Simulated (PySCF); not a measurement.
CH4BClO2. Atoms are numbered in the order given.

```xyz
9

B      0.0771     0.1889     0.0650
Cl    -0.2034    -0.3439     1.7504
O      0.6019     1.4243    -0.1954
H      0.7777     1.9201     0.6228
O     -0.2518    -0.6768    -0.9213
C     -0.0704    -0.3563    -2.2949
H      0.6504    -1.0709    -2.7435
H     -1.0408    -0.4656    -2.8212
H      0.3071     0.6765    -2.4373
```
Charge 0, spin multiplicity 1.

The structure is a stationary point at PBE-D3(BJ)/def2-SVP. Other conformers were not sampled.

Level of theory: PBE-D3(BJ)/def2-SVP in PySCF 2.14.0.

Frequencies are harmonic and unscaled.

| mode | ν (cm⁻¹) | IR (km/mol) | moving atoms (share of kinetic energy) |
|---|---|---|---|
| 1 | 18 | 0.0 | H 95 % |
| 2 | 135 | 8.3 | O 47 %, H 21 %, C 19 % |
| 3 | 225 | 2.8 | O 34 %, C 26 %, H 19 %, Cl 12 %, B 9 % |
| 4 | 323 | 14.8 | O 48 %, C 18 %, Cl 15 %, H 14 % |
| 5 | 413 | 5.9 | Cl 46 %, O 33 %, H 10 %, C 10 % |
| 6 | 501 | 99.0 | H 91 %, O 9 % |
| 7 | 572 | 25.2 | B 82 %, O 16 % |
| 8 | 684 | 26.9 | O 65 %, B 16 %, Cl 12 % |
| 9 | 920 | 100.3 | H 59 %, O 16 %, C 12 %, B 12 % |
| 10 | 1058 | 33.7 | O 32 %, C 31 %, H 27 %, B 9 % |
| 11 | 1142 | 0.2 | H 77 %, C 19 % |
| 12 | 1157 | 37.3 | H 70 %, C 18 % |
| 13 | 1234 | 494.6 | B 54 %, O 38 % |
| 14 | 1380 | 161.4 | H 65 %, B 17 %, C 12 % |
| 15 | 1423 | 2.1 | H 96 % |
| 16 | 1425 | 3.1 | H 97 % |
| 17 | 1505 | 299.4 | B 49 %, H 26 %, O 25 % |
| 18 | 2962 | 54.3 | H 98 % |
| 19 | 3051 | 21.2 | H 90 %, C 10 % |
| 20 | 3065 | 12.8 | H 90 %, C 10 % |
| 21 | 3767 | 87.7 | H 94 % |
